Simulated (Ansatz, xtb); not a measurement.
## Worked example: C3H8OSi + C2H8Si2 → C3H10OSi2 + C2H6Si

Species: C3H8OSi `C=C[SiH](C)O`, singlet; C2H8Si2 `C=C[SiH2][SiH3]`, singlet; C3H10OSi2 `C=C[SiH](C)O[SiH3]`, singlet; C2H6Si (vinylsilane) `C=C[SiH3]`, singlet. The partners trade H for SiH3: O–H and Si–SiH3 bonds give way to O–SiH3 and Si–H.

Shapes, held fixed at every level: PBE0-D4/def2-TZVP. Flexible molecules stand in one conformer, not always the lowest. Programs: Ansatz 0.2.0, xtb 6.7.1. The zero-point and thermal change to 298 K, harmonic and unscaled (PBE0-D4/def2-TZVP), is -3.0 kJ/mol.

At CCSD(T)/CBS estimate; 1 Eh = 2625.50 kJ/mol:

```
  species  energy (Eh)
  C3H8OSi  -483.270440
  C2H8Si2  -659.041331
C3H10OSi2  -773.591666
   C2H6Si  -368.760771
```

Work out ΔH(298 K) of the reaction at this level.


1. Products less reactants: (-773.591666) + (-368.760771) − [(-483.270440) + (-659.041331)] = -0.040666 Eh = -106.8 kJ/mol.
2. With the thermal change: -106.8 + (-3.0) = -109.8 kJ/mol.

Other levels give -115.8 (MP2/def2-TZVPP) to -101.6 kJ/mol (r2SCAN-D4/def2-TZVPP). No measured value is set beside it here. The CBS estimate extrapolates MP2 from def2-TZVPP and def2-QZVPP and adds CCSD(T) − MP2 in the triple-zeta set, cores frozen.
